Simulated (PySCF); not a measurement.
PySCF input (M06-L/def2-TZVPD):

```python
from pyscf import gto, scf, dft

mol = gto.M(
    atom='''
    Na   -0.00000000   -0.00000000   -0.86395243
    O     0.00000000    0.00000000    1.18793459
    ''',
    basis='def2-tzvpd',
    charge=0,
    spin=1,
    symmetry='C2v',
    verbose=4,
)

mf = dft.UKS(mol, xc='m06l').density_fit(auxbasis='def2-universal-jkfit')
mf.grids.level = 4
mf.conv_tol = 1e-9
mf.max_cycle = 100
mf.max_memory = 1500
mf.kernel()
if not mf.converged:
    mf = mf.newton()
    mf.kernel(mf.make_rdm1())
mf.analyze()
```

Output:

```
PySCF version 2.14.0

[INPUT] verbose = 4
[INPUT] num. atoms = 2
[INPUT] num. electrons = 19
[INPUT] charge = 0
[INPUT] spin (= nelec alpha-beta = 2S) = 1
[INPUT] symmetry C2v subgroup None
[INPUT] Mole.unit = angstrom
[INPUT] Symbol           X                Y                Z      unit          X                Y                Z       unit  Magmom
[INPUT]  1 Na     0.000000000000   0.000000000000  -0.863952430000 AA    0.000000000000   0.000000000000  -1.632633477352 Bohr   0.0
[INPUT]  2 O      0.000000000000   0.000000000000   1.187934590000 AA    0.000000000000   0.000000000000   2.244871028997 Bohr   0.0

nuclear repulsion = 22.6950090853248
point group symmetry = Coov, use subgroup C2v
symmetry origin: [ 0.00000000e+00  0.00000000e+00 -9.94592666e-10]
symmetry axis x: [1. 0. 0.]
symmetry axis y: [0. 1. 0.]
symmetry axis z: [0. 0. 1.]
num. orbitals of irrep A1 = 34
num. orbitals of irrep A2 = 7
num. orbitals of irrep B1 = 17
num. orbitals of irrep B2 = 17
number of shells = 27
number of NR pGTOs = 111
number of NR cGTOs = 75
basis = def2-tzvpd
ecp = {}

******** <class 'pyscf.df.df_jk.DFSymAdaptedUKS'> ********
method = DFSymAdaptedUKS
initial guess = minao
damping factor = 0
level_shift factor = 0
DIIS = <class 'pyscf.scf.diis.CDIIS'>
diis_start_cycle = 1
diis_space = 8
diis_damp = 0
SCF conv_tol = 1e-09
SCF conv_tol_grad = None
SCF max_cycles = 100
direct_scf = False
number electrons alpha = 10  beta = 9
XC library pyscf.dft.libxc version 7.1.2
    S. Lehtola, C. Steigemann, M. J. T. Oliveira, and M. A. L. Marques,  SoftwareX 7, 1–5 (2018)
XC functionals = m06l
    Y. Zhao and D. G. Truhlar,  J. Chem. Phys. 125, 194101 (2006)
    Y. Zhao and D. G. Truhlar,  J. Chem. Phys. 125, 194101 (2006)
    Y. Zhao and D. G. Truhlar,  Theor. Chem. Acc. 120, 215 (2008)
radial grids:
    Treutler-Ahlrichs [JCP 102, 346 (1995); DOI:10.1063/1.469408] (M4) radial grids

becke partition: Becke, JCP 88, 2547 (1988); DOI:10.1063/1.454033
pruning grids: <function nwchem_prune>
grids dens level: 4
symmetrized grids: C2v
atomic radii adjust function: <function treutler_atomic_radii_adjust>
small_rho_cutoff = 0
Freeze 0 electrons in irreps []
    19 free electrons in irreps A1 A2 B1 B2
[...]
beta  HOMO (B1) = -0.123570376860289  LUMO (B2) = -0.0544544294203919
  HOMO = -0.12357037686  LUMO = -0.0544544294204  gap/eV = 1.88074
Extra cycle  E= -237.456646180326  delta_E= 2.95e-10  |g|= 2.7e-05  |ddm|= 3.59e-05
converged SCF energy = -237.456646180326  <S^2> = 0.75745903  2S+1 = 2.0074452
**** SCF Summaries ****
Total Energy =                        -237.456646180325890
Nuclear Repulsion Energy =              22.695009085324791
One-electron Energy =                 -378.233008327161542
Two-electron Energy =                  118.081353061510882
Two-electron Coulomb Energy =          141.142444765392355
DFT Exchange-Correlation Energy =      -23.061091703881473
HOMO-LUMO gap [eV] =                     1.880740725925083
Wave-function symmetry = B2
alpha occupancy for each irrep:     A1   A2   B1   B2
                                     6    0    2    2
beta  occupancy for each irrep:     A1   A2   B1   B2
                                     6    0    2    1
**** MO energy ****
alpha MO #1 (A1 #1), energy= -38.2308252584381 occ= 1
alpha MO #2 (A1 #2), energy= -18.8563406194839 occ= 1
alpha MO #3 (A1 #3), energy= -2.19606956983864 occ= 1
alpha MO #4 (B2 #1), energy= -1.08816659116743 occ= 1
alpha MO #5 (B1 #1), energy= -1.08721497085195 occ= 1
alpha MO #6 (A1 #4), energy= -1.08358990943179 occ= 1
alpha MO #7 (A1 #5), energy= -0.770508823001187 occ= 1
alpha MO #8 (B2 #2), energy= -0.215819063788788 occ= 1
alpha MO #9 (A1 #6), energy= -0.163601140347097 occ= 1
alpha MO #10 (B1 #2), energy= -0.154503135315812 occ= 1
alpha MO #11 (A1 #7), energy= -0.0536306528215746 occ= 0
alpha MO #12 (B2 #3), energy= 0.00449877570903334 occ= 0
alpha MO #13 (B1 #3), energy= 0.0100342935531821 occ= 0
alpha MO #14 (A1 #8), energy= 0.0229743172078834 occ= 0
alpha MO #15 (A1 #9), energy= 0.0449069367249393 occ= 0
alpha MO #16 (B2 #4), energy= 0.0460002114992246 occ= 0
alpha MO #17 (B1 #4), energy= 0.0508042846978733 occ= 0
alpha MO #18 (A1 #10), energy= 0.0821790786929884 occ= 0
alpha MO #19 (A1 #11), energy= 0.142562757178801 occ= 0
alpha MO #20 (B2 #5), energy= 0.145732597692353 occ= 0
alpha MO #21 (B1 #5), energy= 0.157809287566894 occ= 0
alpha MO #22 (B2 #6), energy= 0.189267976879823 occ= 0
alpha MO #23 (B1 #6), energy= 0.190653627817271 occ= 0
alpha MO #24 (A1 #12), energy= 0.200494767963666 occ= 0
alpha MO #25 (A2 #1), energy= 0.202824245859949 occ= 0
alpha MO #26 (A1 #13), energy= 0.206994512235949 occ= 0
alpha MO #27 (A1 #14), energy= 0.261250608900255 occ= 0
alpha MO #28 (B1 #7), energy= 0.267823860866858 occ= 0
alpha MO #29 (B2 #7), energy= 0.272032710041712 occ= 0
alpha MO #30 (A1 #15), energy= 0.393265087022819 occ= 0
alpha MO #31 (A2 #2), energy= 0.460688128723618 occ= 0
alpha MO #32 (A1 #16), energy= 0.463316586121522 occ= 0
alpha MO #33 (A1 #17), energy= 0.530592991845531 occ= 0
alpha MO #34 (B2 #8), energy= 0.569864572992114 occ= 0
alpha MO #35 (B1 #8), energy= 0.572947210776946 occ= 0
alpha MO #36 (B2 #9), energy= 0.654886863615208 occ= 0
alpha MO #37 (B1 #9), energy= 0.683763195105642 occ= 0
alpha MO #38 (A1 #18), energy= 0.727989242159126 occ= 0
alpha MO #39 (A1 #19), energy= 0.848744474754909 occ= 0
alpha MO #40 (A2 #3), energy= 1.02705615401094 occ= 0
alpha MO #41 (A1 #20), energy= 1.02722730623179 occ= 0
alpha MO #42 (B2 #10), energy= 1.06561601330131 occ= 0
alpha MO #43 (A1 #21), energy= 1.06668079062418 occ= 0
alpha MO #44 (B1 #10), energy= 1.06829941470004 occ= 0
alpha MO #45 (B2 #11), energy= 1.20334161670742 occ= 0
alpha MO #46 (B1 #11), energy= 1.20424000633785 occ= 0
alpha MO #47 (A1 #22), energy= 1.2393255719657 occ= 0
alpha MO #48 (A2 #4), energy= 1.8122933584993 occ= 0
alpha MO #49 (A1 #23), energy= 1.812461441548 occ= 0
alpha MO #50 (B2 #12), energy= 1.86958286002234 occ= 0
alpha MO #51 (B1 #12), energy= 1.91358500085462 occ= 0
alpha MO #52 (A1 #24), energy= 2.06587123263158 occ= 0
alpha MO #53 (B2 #13), energy= 2.82326548548449 occ= 0
alpha MO #54 (B1 #13), energy= 2.88689651977392 occ= 0
alpha MO #55 (A1 #25), energy= 2.9813492556455 occ= 0
alpha MO #56 (A1 #26), energy= 3.23393337105203 occ= 0
alpha MO #57 (A1 #27), energy= 3.94087500781389 occ= 0
alpha MO #58 (B2 #14), energy= 5.32299580830271 occ= 0
alpha MO #59 (B1 #14), energy= 5.33799921024238 occ= 0
alpha MO #60 (A1 #28), energy= 5.34043494023618 occ= 0
alpha MO #61 (B2 #15), energy= 5.35866468106044 occ= 0
alpha MO #62 (A2 #5), energy= 5.36051131278659 occ= 0
alpha MO #63 (B1 #15), energy= 5.39557168204404 occ= 0
alpha MO #64 (A1 #29), energy= 5.42065891143825 occ= 0
alpha MO #65 (A2 #6), energy= 5.6807984663332 occ= 0
alpha MO #66 (A1 #30), energy= 5.68083235908358 occ= 0
alpha MO #67 (B2 #16), energy= 5.72437826182268 occ= 0
alpha MO #68 (B1 #16), energy= 5.72953443062539 occ= 0
alpha MO #69 (A1 #31), energy= 5.81391530745053 occ= 0
alpha MO #70 (A1 #32), energy= 6.55164110791989 occ= 0
alpha MO #71 (A2 #7), energy= 6.55467442045337 occ= 0
alpha MO #72 (B2 #17), energy= 6.60467133674075 occ= 0
alpha MO #73 (B1 #17), energy= 6.66314106364271 occ= 0
alpha MO #74 (A1 #33), energy= 6.75880749994501 occ= 0
alpha MO #75 (A1 #34), energy= 43.5863229963102 occ= 0
beta  MO #1 (A1 #1), energy= -38.2308478706729 occ= 1
beta  MO #2 (A1 #2), energy= -18.8340188472202 occ= 1
beta  MO #3 (A1 #3), energy= -2.19615676495153 occ= 1
beta  MO #4 (B2 #1), energy= -1.08813670763176 occ= 1
beta  MO #5 (B1 #1), energy= -1.08738138169292 occ= 1
beta  MO #6 (A1 #4), energy= -1.08363152121768 occ= 1
beta  MO #7 (A1 #5), energy= -0.661785633596352 occ= 1
beta  MO #8 (A1 #6), energy= -0.131869674506113 occ= 1
beta  MO #9 (B1 #2), energy= -0.123570376860289 occ= 1
beta  MO #10 (B2 #2), energy= -0.0544544294203919 occ= 0
beta  MO #11 (A1 #7), energy= -0.0458464326811949 occ= 0
beta  MO #12 (B1 #3), energy= -0.00340953498589935 occ= 0
beta  MO #13 (B2 #3), energy= 0.00222380129057909 occ= 0
beta  MO #14 (A1 #8), energy= 0.0134737859170942 occ= 0
beta  MO #15 (A1 #9), energy= 0.0412638653205843 occ= 0
beta  MO #16 (B2 #4), energy= 0.0491057192083033 occ= 0
beta  MO #17 (B1 #4), energy= 0.0506734126720447 occ= 0
beta  MO #18 (A1 #10), energy= 0.0741278075248907 occ= 0
beta  MO #19 (A1 #11), energy= 0.145220037995337 occ= 0
beta  MO #20 (B2 #5), energy= 0.15832445319418 occ= 0
beta  MO #21 (B1 #5), energy= 0.161169887646994 occ= 0
beta  MO #22 (B2 #6), energy= 0.187275179714022 occ= 0
beta  MO #23 (B1 #6), energy= 0.190273071196608 occ= 0
beta  MO #24 (A1 #12), energy= 0.20026617636913 occ= 0
beta  MO #25 (A1 #13), energy= 0.213000970410976 occ= 0
beta  MO #26 (A2 #1), energy= 0.219503591939032 occ= 0
beta  MO #27 (A1 #14), energy= 0.254806324143352 occ= 0
[...]
```
